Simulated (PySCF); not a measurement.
Simulated absorption spectrum

Species: C4H9B.
Bonds: B1–C2, C2–C3, C3–C4, C4–C5, B1–C5. Hydrogens: H6 on B1; H7, H8 on C2; H9, H10 on C3; H11, H12 on C4; H13, H14 on C5.

Computed, not measured: PySCF 2.14.0, density-fitted response routines, TDDFT CAM-B3LYP/def2-SVPD, vertical, gas phase, core orbitals frozen in the response. Geometry: PBE0-D3(BJ)/def2-SVP, one conformer, isolated molecule.

Broadening: Gaussians 0.5 eV wide at half height, area fixed by f = 4.319×10⁻⁹ ∫ε dν̃. The cross-section is σ = 3.8235×10⁻²¹ ε cm², given in Mb (10⁻¹⁸ cm²). The width is an assumption, not a result. The curve ends short of the highest state used, and states not computed would add to its high-energy end.

| λ (nm) | σ (Mb) |
| --- | --- |
| 147.2 | 6.67 |
| 149.9 | 6.57 |
| 152.5 | 6.10 |
| 155.2 | 6.28 |
| 157.9 | 7.21 |
| 160.5 | 8.22 |
| 163.2 | 8.28 |
| 165.8 | 6.75 |
| 168.5 | 4.22 |
| 171.1 | 2.08 |
| 173.8 | 0.78 |
| 176.4 | 0.24 |
| 179.1 | 0.07 |
| 181.7 | 0.04 |
| 184.4 | 0.09 |
| 187.0 | 0.18 |
| 189.7 | 0.33 |
| 192.3 | 0.49 |
| 195.0 | 0.61 |
| 197.6 | 0.64 |
| 200.3 | 0.58 |
| 203.0 | 0.46 |
| 205.6 | 0.34 |
| 208.3 | 0.23 |
| 210.9 | 0.15 |
| 213.6 | 0.10 |
| 216.2 | 0.06 |
| 218.9 | 0.04 |
| 221.5 | 0.02 |
| 224.2 | 0.01 |
| 226.8 | 0.01 |
| 229.5 | 0.00 |
| 232.1 | 0.00 |
| 234.8 | 0.00 |
| 237.4 | 0.00 |
| 240.1 | 0.00 |

Question: Where are the band maxima, and which computed states make them?

Answer: 197 nm (6.29 eV), ε about 170, made up of S2 (98%); 162 nm (7.65 eV), ε about 2200, made up of S3 (79%) and S5 (10%); 148 nm (8.36 eV), ε about 1800, made up of S7 (77%) and S8 (11%) (ε in L mol⁻¹ cm⁻¹; maxima over ε = 5, shares over 10%). The states used: S1 5.91 eV (f 0.0003); S2 6.30 eV (f 0.0030); S3 7.58 eV (f 0.034); S4 7.86 eV (f 0.0037); S5 7.90 eV (f 0.0084); S6 8.03 eV (f 0.0093); S7 8.37 eV (f 0.025); S8 8.68 eV (f 0.011); S9 9.00 eV (f 0.0071); S10 9.02 eV (f 0.0094).

Question: Does any computed singlet lie in the visible range?

Answer: No computed singlet lies in the visible range (380 to 750 nm); the lowest, at 210 nm, stands 2.65 eV above its violet end (3.26 eV).

Question: On this curve, what absorbance would a 10⁻⁴ mol/L sample give at 222 nm over a 1 cm path?

Answer: 222 nm is 5.585 eV, where ε is about 5.5 L mol⁻¹ cm⁻¹, so A = ε c l ≈ 0.00055 (Beer–Lambert, with the gas-phase spectrum and the assumed width).

Question: Coming from long wavelengths, where does ε first pass 100 L mol⁻¹ cm⁻¹?

Answer: At about 205 nm (6.06 eV), 0.15 eV above S1.

The vertical ionisation energy (ΔSCF) is 10.65 eV, 1.63 eV above S10.
